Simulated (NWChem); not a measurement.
## BF

The numbers come from NWChem runs, not from measurements. All single points use one geometry, from B3LYP/def2-SVP, a minimum by its harmonic frequencies.

The NWChem input:

```
start mol
memory heap 200 mb stack 900 mb global 1100 mb
geometry "system" units angstroms nocenter noautoz noautosym
  B      0.000000     0.000000    -0.812271
  F      0.000000     0.000000     0.451262
end
set geometry "system"
basis spherical
  * library 6-31g*
end
dft
  xc b3lyp
  semidirect memsize 60000000 filesize 0
  iterations 100
  convergence energy 1e-10 density 1e-9 gradient 1e-8
  tolerances tight
end
task dft energy
rt_tddft
  tmax 150.0
  dt 0.2
  tag "kick"
  print dipole
  field "kick"
    type delta
    polarization y
    max 0.0001
  end
  excite "system" with "kick"
end
task dft rt_tddft
```

Change of the dipole's y component after the kick, in units of 1e-4 a.u.:

```tsv
time (a.u.)	Δμ
0.0	0.000
0.4	0.276
0.8	0.457
1.2	0.414
1.6	0.205
2.0	0.079
2.4	0.107
2.8	0.266
3.2	0.409
3.6	0.437
4.0	0.371
4.4	0.266
4.8	0.228
5.2	0.237
5.6	0.273
6.0	0.251
6.4	0.171
6.8	0.053
7.2	-0.025
7.6	-0.018
8.0	0.086
8.4	0.208
8.8	0.249
9.2	0.148
9.6	-0.027
10.0	-0.119
10.4	-0.040
10.8	0.186
11.2	0.353
11.6	0.366
12.0	0.195
12.4	0.034
12.8	-0.010
13.2	0.100
13.6	0.236
14.0	0.256
14.4	0.154
14.8	-0.027
15.4	-0.141
15.8	-0.124
16.2	-0.088
16.6	-0.138
17.0	-0.230
17.4	-0.368
17.8	-0.452
18.2	-0.482
18.6	-0.421
19.0	-0.321
19.4	-0.246
19.8	-0.246
20.2	-0.318
20.6	-0.370
21.0	-0.339
21.4	-0.217
21.8	-0.105
22.2	-0.078
22.6	-0.149
23.0	-0.197
23.4	-0.146
23.8	0.023
24.2	0.161
24.6	0.169
25.0	0.015
25.4	-0.161
25.8	-0.217
26.2	-0.125
26.6	0.054
27.0	0.152
27.4	0.155
27.8	0.043
28.2	-0.051
28.6	-0.105
29.0	-0.065
29.4	0.032
29.8	0.137
```
